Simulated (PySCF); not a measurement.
As: ionisation energy

As [Ar] 3d10 4s2 4p3 (4S) → As+ [Ar] 3d10 4s2 4p2 (3P), as a difference of total energies. Computed with PySCF 2.14 in aug-cc-pVDZ-PP with ECP10MDF, with a scalar-relativistic core potential. Correlated levels: valence: 3s2 3p6 3d10 frozen. The calculations carry no spin-orbit coupling.

```
           method  ionisation energy (eV)
              UHF                   9.431
              PBE                   9.852
             BP86                   9.935
    MP2 (valence)                   9.810
SCS-MP2 (valence)                   9.678
   CCSD (valence)                   9.768
CCSD(T) (valence)                   9.779
```

Errors of the correlated levels include the incompleteness of this basis and the frozen core.

Question: Which method comes closest to the reference value, and which is furthest?

Answer: The reference is 10.008 eV (measured; NIST levels, between the centres of gravity of the two terms). Closest: BP86 (error -0.073 eV); furthest: UHF (error -0.577 eV).
